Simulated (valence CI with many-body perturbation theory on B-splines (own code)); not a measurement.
The numbers below are computed, except where a source is named.
**Fe¹¹⁺: configurations and terms from energies and g**

Level of theory: relativistic CI+MBPT: five valence electrons over a frozen Dirac-Fock core [Ne], a basis of 9 s, 9 p, 8 d, 6 f, 3 g, 1 h functions for each j, with the one-electron correlation potential Σ1 (screened to all orders), the two-electron term Σ2, the three-electron term Σ3, Breit, model QED; selected single and double excitations, second order for the rest, scaled by the run's own slope (own B-spline code, finite nucleus).

No measured spectrum was set against this ion. As an estimate, levels of excited configurations hold to 0.05 to 0.15 % of their energy, terms of the ground configuration to about 0.5 %. Among the levels kept, up to 650 cm⁻¹ of a level comes from second order outside the variational space, and about a tenth of that is noise between levels of different J, which matters for small intervals.

```tsv
No.	J	Parity	E (cm⁻¹)	g
1	3/2	odd	0	1.982
2	3/2	odd	41811	0.870
3	5/2	odd	46349	1.200
4	1/2	odd	74454	0.665
5	3/2	odd	80849	1.281
6	5/2	even	274360	1.595
7	3/2	even	283980	1.730
8	1/2	even	288290	2.661
9	3/2	even	339930	0.812
10	5/2	even	341880	1.205
14	3/2	even	426900	0.426
15	5/2	even	430680	1.047
16	7/2	even	436220	1.245
17	5/2	even	442800	0.956
```

Energies count from the lowest level. Strongly mixed levels and levels close to another of their J and parity are left out, so the numbers can have gaps.

**Question.** Give configuration and LS term of each level.

**Answer.** 1: 3s²3p³ ⁴S°; 2: 3s²3p³ ²D°; 3: 3s²3p³ ²D°; 4: 3s²3p³ ²P°; 5: 3s²3p³ ²P°; 6: 3s3p⁴ ⁴P; 7: 3s3p⁴ ⁴P; 8: 3s3p⁴ ⁴P; 9: 3s3p⁴ ²D; 10: 3s3p⁴ ²D; 14: 3s²3p²3d ⁴F; 15: 3s²3p²3d ⁴F; 16: 3s²3p²3d ⁴F; 17: 3s²3p²3d ²F.
